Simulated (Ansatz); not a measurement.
Relaxation of CH3LiOS (7 atoms, charge 0, multiplicity 1), to a largest force component of 0.015 eV/Å in at most 40 steps.

Theory: RKS B3LYP/def2-SVP in Ansatz 0.2.0.

```xyz
7
Properties=species:S:1:pos:R:3
Li -2.443 -0.032 0.208
O -0.953 0.243 0.602
C 0.363 0.079 0.483
S 1.270 1.707 0.392
H 0.816 -0.444 1.337
H 0.660 -0.411 -0.455
H 1.066 2.053 1.663
```

Q: Where does it end, and by what steps?

A: The forces met the threshold. After 8 steps the energy has fallen by 0.148 eV; Li1 moved furthest, 0.40 Å.

| step | energy less start (eV) | largest force component (eV/Å) | accepted |
| --- | --- | --- | --- |
| 0 | 0.0000 | 0.654 | yes |
| 1 | -0.0665 | 0.264 | yes |
| 2 | -0.0899 | 0.273 | yes |
| 3 | -0.1079 | 0.370 | yes |
| 4 | -0.1382 | 0.218 | yes |
| 5 | -0.1449 | 0.191 | yes |
| 6 | -0.1461 | 0.180 | yes |
| 7 | -0.1475 | 0.051 | yes |
| 8 | -0.1478 | 0.012 | yes |

```xyz
7
Properties=species:S:1:pos:R:3
Li -2.480 0.321 0.388
O -0.927 0.002 0.476
C 0.408 0.004 0.452
S 1.199 1.730 0.392
H 0.880 -0.488 1.329
H 0.855 -0.460 -0.457
H 0.841 2.087 1.649
```

Whether the end is a true minimum wasn't checked by a vibrational analysis.

The run took 49 s on 1 thread of Arm Neoverse N1, on a shared host, peak memory 0.17 GiB.
